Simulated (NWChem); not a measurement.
System: MgHOBr; SMILES [OH][Mg][Br]

The following NWChem deck was run.

```
start job
memory heap 200 mb stack 900 mb global 1100 mb
geometry units angstroms noautoz
  Mg    -0.052441    -0.998712    -0.000610
  Br     0.268582     1.325765     0.000949
  O     -0.292983    -2.734274    -0.001767
  H     -0.419819    -3.676601    -0.002449
end
basis spherical
  * library def2-tzvp
end
dft
  xc pbe0
  iterations 150
  mulliken
end
task dft energy
```

Output (shortened):

```
             Northwest Computational Chemistry Package (NWChem) 7.3.0
             --------------------------------------------------------

 ORDER OF PRIMARY AXIS IS BEING SET TO 4
 C4V symmetry detected
  decreasing threquiv to    1.0000000000000000E-003
 ORDER OF PRIMARY AXIS IS BEING SET TO 4
 CS  symmetry detected

                             Geometry "geometry" -> ""
                             -------------------------

 Output coordinates in angstroms (scale by  1.889725989 to convert to a.u.)

  No.       Tag          Charge          X              Y              Z
 ---- ---------------- ---------- -------------- -------------- --------------
    1 Mg                  12.0000     0.00020229    -1.16801292     0.00000000
    2 Br                  35.0000    -0.00004924     1.17852739     0.00000000
    3 O                    8.0000    -0.00045330    -2.92016498     0.00000000
    4 H                    1.0000     0.00292234    -3.87098389     0.00000000

 Effective nuclear repulsion energy (a.u.)     170.3293542079

      Symmetry information
      --------------------

 Group name             Cs
 Group number              2
 Group order               2
 No. of unique centers     4

                                 NWChem DFT Module
                                 -----------------

 Summary of "ao basis" -> "ao basis" (spherical)
 ------------------------------------------------------------------------------
       Tag                 Description            Shells   Functions and Types
 ---------------- ------------------------------  ------  ---------------------
 Mg                        def2-tzvp                12       32   5s4p3d
 Br                        def2-tzvp                16       48   6s5p4d1f
 O                         def2-tzvp                11       31   5s3p2d1f
 H                         def2-tzvp                 4        6   3s1p

      Symmetry analysis of basis
      --------------------------

        a'         80
        a"         37

            General Information
            -------------------
          SCF calculation type: DFT
          Wavefunction type:  closed shell.
          No. of atoms     :     4
          No. of electrons :    56
           Alpha electrons :    28
            Beta electrons :    28
          Charge           :     0
          Spin multiplicity:     1
          Use of symmetry is: on ; symmetry adaption is: on
          Maximum number of iterations: 150
          AO basis - number of functions:   117
                     number of shells:    43
          Convergence on energy requested:  1.00D-06
          Convergence on density requested:  1.00D-05
          Convergence on gradient requested:  5.00D-04

              XC Information
              --------------
                         PBE0 Method XC Functional
                     Hartree-Fock (Exact) Exchange  0.250
          PerdewBurkeErnzerhof Exchange Functional  0.750
            Perdew 1991 LDA Correlation Functional  1.000 local
           PerdewBurkeErnz. Correlation Functional  1.000 non-local

             Grid Information
             ----------------
          Grid used for XC integration:  medium
          Radial quadrature: Mura-Knowles
          Angular quadrature: Lebedev.
          Tag              B.-S. Rad. Rad. Pts. Rad. Cut. Ang. Pts.
          ---              ---------- --------- --------- ---------
          Mg                  1.50       88          10.0       590
          Br                  1.15      112          13.0       590
          O                   0.60       49          11.0       434
          H                   0.35       45          13.0       434
          Grid pruning is: on
          Number of quadrature shells:   294
          Spatial weights used:  Erf1

      Superposition of Atomic Density Guess
      -------------------------------------

 Sum of atomic energies:       -2847.28974770

      Non-variational initial energy
      ------------------------------

 Total energy =   -2847.571606
 1-e energy   =   -4304.323015
 2-e energy   =    1286.422055
 HOMO         =      -0.413578
 LUMO         =      -0.095678

      Symmetry analysis of molecular orbitals - initial
      -------------------------------------------------

  Numbering of irreducible representations:

     1 a'          2 a"

  Orbital symmetries:

     1 a'          2 a'          3 a'          4 a'          5 a"
     6 a'          7 a'          8 a'          9 a'         10 a"
    11 a'         12 a'         13 a'         14 a"         15 a'
    16 a'         17 a"         18 a'         19 a'         20 a"
    21 a'         22 a'         23 a'         24 a'         25 a"
    26 a'         27 a'         28 a"         29 a'         30 a'
    31 a"         32 a'         33 a'         34 a'         35 a'
    36 a"         37 a'         38 a"

     ---------------------------------------------
      Total Density - Mulliken Population Analysis
     ---------------------------------------------

    Atom       Charge   Shell Charges
 -----------   ------   -------------------------------------------------------
    1 Mg  12    10.68   2.00  0.71  1.28  0.37  0.05  5.12  0.88  0.13  0.05  0.00  0.08  0.03
    2 Br  35    35.58   2.00  2.00  1.16  0.78  1.01  0.99  6.00  5.94  1.31  2.99  1.39  8.98  1.02 -0.02  0.02  0.00
    3 O    8     9.17   0.79  1.18  0.59  0.96  0.27  2.12  2.29  0.97  0.00  0.00  0.00
    4 H    1     0.56   0.20  0.26  0.06  0.04

   convergence    iter        energy       DeltaE   RMS-Dens  Diis-err
 ---------------- ----- ----------------- --------- --------- ---------
 d= 0,ls=0.0,diis     1  -2849.6309849081 -3.02D+03  8.28D-03  1.19D+00

 !! scf_movecs_sym_adapt:   10 vectors were symmetry contaminated

  Symmetry fudging
 d= 0,ls=0.0,diis     2  -2849.4617026176  1.69D-01  5.44D-03  2.79D+00
 d= 0,ls=0.0,diis     3  -2849.7228695109 -2.61D-01  9.98D-04  7.01D-02

 !! scf_movecs_sym_adapt:    2 vectors were symmetry contaminated

  Symmetry fudging
 d= 0,ls=0.0,diis     4  -2849.7284492899 -5.58D-03  4.21D-04  8.42D-03
 d= 0,ls=0.0,diis     5  -2849.7291172288 -6.68D-04  7.98D-05  1.82D-04

 !! scf_movecs_sym_adapt:    2 vectors were symmetry contaminated

  Symmetry fudging
  Resetting Diis
 d= 0,ls=0.0,diis     6  -2849.7291360106 -1.88D-05  1.14D-05  4.82D-06
 d= 0,ls=0.0,diis     7  -2849.7291364590 -4.48D-07  3.92D-06  2.40D-07

         Total DFT energy =    -2849.729136458951
      One electron energy =    -4307.605981635912
           Coulomb energy =     1403.984477854386
    Exchange-Corr. energy =     -116.436986885299
 Nuclear repulsion energy =      170.329354207874

 Numeric. integr. density =       55.999997515356

                  Occupations of the irreducible representations
                  ----------------------------------------------

                     irrep           alpha         beta
                     --------     --------     --------
                     a'               21.0         21.0
                     a"                7.0          7.0

                       DFT Final Molecular Orbital Analysis
                       ------------------------------------

 Vector   26  Occ=2.000000D+00  E=-3.071402D-01  Symmetry=a"
              MO Center= -2.9D-04, -2.4D+00,  1.6D-16, r^2= 2.7D+00
   Bfn.  Coefficient  Atom+Function         Bfn.  Coefficient  Atom+Function
  ----- ------------  ---------------      ----- ------------  ---------------
    88      0.413386  3 O  pz                91      0.352596  3 O  pz
    94      0.294347  3 O  pz                50      0.176903  2 Br pz
    53      0.120765  2 Br pz                44     -0.120155  2 Br pz
    47      0.106193  2 Br pz                14      0.071906  1 Mg pz
    17      0.065827  1 Mg pz                 8     -0.060074  1 Mg pz

 Vector   27  Occ=2.000000D+00  E=-3.004271D-01  Symmetry=a'
              MO Center= -1.0D-04,  5.8D-01, -1.3D-15, r^2= 3.3D+00
   Bfn.  Coefficient  Atom+Function         Bfn.  Coefficient  Atom+Function
  ----- ------------  ---------------      ----- ------------  ---------------
    48      0.481399  2 Br px                42     -0.324659  2 Br px
    45      0.288411  2 Br px                51      0.287840  2 Br px
    86     -0.163788  3 O  px                89     -0.139960  3 O  px
    92     -0.109355  3 O  px                39      0.099063  2 Br px
    23      0.044169  1 Mg d -2              28      0.039970  1 Mg d -2

 Vector   28  Occ=2.000000D+00  E=-3.004271D-01  Symmetry=a"
              MO Center= -7.6D-05,  5.8D-01, -4.2D-14, r^2= 3.3D+00
   Bfn.  Coefficient  Atom+Function         Bfn.  Coefficient  Atom+Function
  ----- ------------  ---------------      ----- ------------  ---------------
    50      0.481397  2 Br pz                44     -0.324657  2 Br pz
    47      0.288410  2 Br pz                53      0.287839  2 Br pz
    88     -0.163794  3 O  pz                91     -0.139965  3 O  pz
    94     -0.109360  3 O  pz                41      0.099063  2 Br pz
    24      0.044169  1 Mg d -1              29      0.039971  1 Mg d -1

 Vector   29  Occ=0.000000D+00  E=-5.378334D-02  Symmetry=a'
              MO Center=  1.0D-03, -1.1D+00,  4.5D-15, r^2= 5.7D+00
   Bfn.  Coefficient  Atom+Function         Bfn.  Coefficient  Atom+Function
  ----- ------------  ---------------      ----- ------------  ---------------
     5      0.831883  1 Mg s                  4      0.321889  1 Mg s
    38     -0.239905  2 Br s                 85     -0.238664  3 O  s
     3     -0.198473  1 Mg s                 52      0.195501  2 Br py
    49      0.176887  2 Br py               114      0.157859  4 H  s
    37     -0.142124  2 Br s                 43     -0.117774  2 Br py

 Vector   30  Occ=0.000000D+00  E= 1.187600D-02  Symmetry=a'
              MO Center=  1.2D-04, -9.2D-01, -6.9D-15, r^2= 5.8D+00
   Bfn.  Coefficient  Atom+Function         Bfn.  Coefficient  Atom+Function
  ----- ------------  ---------------      ----- ------------  ---------------
    15      0.959608  1 Mg px                51     -0.293612  2 Br px
    12      0.211848  1 Mg px                92     -0.145707  3 O  px
     6     -0.135183  1 Mg px                28      0.128336  1 Mg d -2
    48     -0.125563  2 Br px                86     -0.117503  3 O  px
    45     -0.103704  2 Br px                42      0.098952  2 Br px

 Vector   31  Occ=0.000000D+00  E= 1.187612D-02  Symmetry=a"
              MO Center=  6.3D-04, -9.2D-01,  3.5D-14, r^2= 5.8D+00
   Bfn.  Coefficient  Atom+Function         Bfn.  Coefficient  Atom+Function
  ----- ------------  ---------------      ----- ------------  ---------------
    17      0.959609  1 Mg pz                53     -0.293613  2 Br pz
    14      0.211848  1 Mg pz                94     -0.145709  3 O  pz
     8     -0.135183  1 Mg pz                29      0.128337  1 Mg d -1
    50     -0.125563  2 Br pz                88     -0.117504  3 O  pz
    47     -0.103704  2 Br pz                44      0.098952  2 Br pz

     ---------------------------------------------
      Total Density - Mulliken Population Analysis
     ---------------------------------------------

    Atom       Charge   Shell Charges
 -----------   ------   -------------------------------------------------------
    1 Mg  12    11.03   2.00  0.69  1.30  0.37 -0.01  5.12  0.87  0.30  0.13  0.00  0.14  0.12
    2 Br  35    35.46   2.00  2.01  1.16  0.78  1.03  0.97  6.00  5.93  1.33  2.79  1.45  8.95  1.01  0.03  0.03  0.00
    3 O    8     8.82   0.79  1.18  0.56  0.92  0.34  1.91  1.97  1.15  0.00  0.00  0.00
    4 H    1     0.69   0.26  0.33  0.05  0.05

     -------------------------------------------
      Total Density - Lowdin Population Analysis
     -------------------------------------------

    Atom       Charge   Shell Charges
 -----------   ------   -------------------------------------------------------
    1 Mg  12    11.75   2.00  0.85  1.08  0.28  0.12  4.80  1.14  0.46  0.34  0.00  0.23  0.46
    2 Br  35    34.99   2.00  2.00  1.15  0.83  0.83  0.85  5.98  5.66  1.64  2.50  1.54  8.54  1.23  0.23  0.03  0.00
    3 O    8     8.42   0.87  1.09  0.54  0.63  0.33  1.77  1.99  1.18  0.00  0.01  0.00
    4 H    1     0.84   0.25  0.32  0.10  0.17

     Multipole analysis of the density
     ---------------------------------

     L   x y z        total         alpha         beta         nuclear
     -   - - -        -----         -----         ----         -------
     0   0 0 0     -0.000000    -28.000000    -28.000000     56.000000

     1   1 0 0      0.002744      0.001372      0.001372      0.000000
     1   0 1 0     -0.803527     -0.401763     -0.401763      0.000000
     1   0 0 1     -0.000000     -0.000000     -0.000000      0.000000

     2   2 0 0    -24.537290    -12.268664    -12.268664      0.000038
     2   1 1 0     -0.020702     -0.000371     -0.000371     -0.019960
     2   1 0 1     -0.000000     -0.000000     -0.000000      0.000000
     2   0 2 0    -26.719702   -277.952350   -277.952350    529.184997
     2   0 1 1     -0.000000     -0.000000     -0.000000      0.000000
     2   0 0 2    -24.537311    -12.268656    -12.268656      0.000000
```

Level: PBE0/def2-TZVP. Structure relaxed at the PBE0/def2-SVP level.
